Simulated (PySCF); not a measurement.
# Potential energy of SbN along the bond

Set-up: Sb x2c-SVPall, N x2c-SVPall; spin-free X2C with a Gaussian nucleus (PySCF 2.14). Energies in eV from Sb + N in their ground configurations at the same level. State: ¹Σ⁺ (singlet), closed shell.

Curves on a restricted Hartree–Fock reference rise too fast on stretching and do not dissociate correctly.

```csv
R (Å),RHF-SCS-MP2,RHF-MP2
1.584,-0.918,-1.049
1.658,-2.109,-2.254
1.732,-2.826,-2.991
1.787,-3.143,-3.325
1.842,-3.324,-3.527
1.897,-3.406,-3.632
1.971,-3.412,-3.673
2.063,-3.325,-3.633
2.174,-3.159,-3.531
2.321,-2.861,-3.311
```

Problem. Put a parabola through the three lowest points of the RHF-SCS-MP2 curve and estimate Re, k and ωe (reduced mass 12.55 u; 1 eV/Å² = 0.16022 mdyn/Å; ωe = 1302.8·√(k/μ) cm⁻¹).

Solution. Through R = 1.897, 1.971, 2.063 Å the second-order coefficient is 6.19 eV/Å², so Re ≈ 1.941 Å, k ≈ 1.98 mdyn/Å and ωe ≈ 518 cm⁻¹. A polynomial fit of higher order to the unrounded RHF-SCS-MP2 energies gives Re = 1.937 Å, k = 2.67 mdyn/Å, ωe = 601 cm⁻¹; anharmonicity and rounding make the difference.

The higher-order fit for each curve: RHF-SCS-MP2: Re = 1.937 Å, ωe = 601 cm⁻¹, De = 3.42 eV. RHF-MP2 gives no reliable minimum on this grid.

Correlated steps freeze 19 core orbitals. Correlated levels converge slowly with the basis: in double zeta they bind strong bonds too weakly, by up to about 1 eV, and carry superposition errors of some tenths. Spin–orbit coupling is left out, which matters for elements this heavy, above all for dissociation energies. Where the molecule has an RHF reference, its open-shell atoms are computed with UHF.
